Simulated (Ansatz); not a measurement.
Ansatz (a first-principles code) job for Te(SiH3)2 (H₆Si₂Te), SMILES [SiH3][Te][SiH3], PBE0/def2-SVPD. Geometry optimised at B3LYP-D3(BJ)/def2-SVP. The def2 effective core potentials stand for the cores of Te; spin–orbit coupling is left out.

Ansatz 0.2 input:
```yaml
crystal:
  periodic: [false, false, false]
  atoms:
    - {symbol: Te, position_ang: [0.00000000, -0.00000000, 0.71745496]}
    - {symbol: Si, position_ang: [-1.81357824, 0.00000000, -1.03899378]}
    - {symbol: H, position_ang: [-3.11130181, 0.00000000, -0.30932603]}
    - {symbol: H, position_ang: [-1.71254414, -1.21267648, -1.89929498]}
    - {symbol: H, position_ang: [-1.71254415, 1.21267647, -1.89929499]}
    - {symbol: Si, position_ang: [1.81357824, 0.00000000, -1.03899378]}
    - {symbol: H, position_ang: [1.71254414, 1.21267647, -1.89929499]}
    - {symbol: H, position_ang: [1.71254415, -1.21267648, -1.89929498]}
    - {symbol: H, position_ang: [3.11130181, 0.00000000, -0.30932603]}
basis:
  gaussian:
    orbitals: def2-SVPD
hamiltonian:
  xc: {name: PBE0}
```

Output:

```
WARN ansatz: RAYON_NUM_THREADS=1 ignored (pool sized by the plan → 1); use --threads N
Functional definition: PBE0
integrals: 0.07 GiB planned
1299 factors; their error is unknown
mean field: 0.58 GiB planned
mean field evaluation 1: about -23134.9470 eV, gradient 8.4e0 eV
mean field evaluation 2: about -23135.1874 eV, gradient 2.8e0 eV
mean field evaluation 4: about -23135.2216 eV, gradient 3.9e-1 eV
mean field evaluation 8: about -23135.4726 eV, gradient 1.0e-2 eV
mean field -23135.47255627 eV, -850.2129346563 hartree, gradient 2.6e-5 eV, S^2 0.000000; 0 other end points of the search recorded, 0 dependent functions left out
reference -23135.47260158 eV, -850.2129363214 hartree; 29, 29 occupied and 102, 102 virtual orbitals, 1299 factors
Total energy: -23135.47260158 eV, -850.2129363214 hartree
```

The calculation finished and met its thresholds.

Cost: around 2.4 core-seconds (rough).
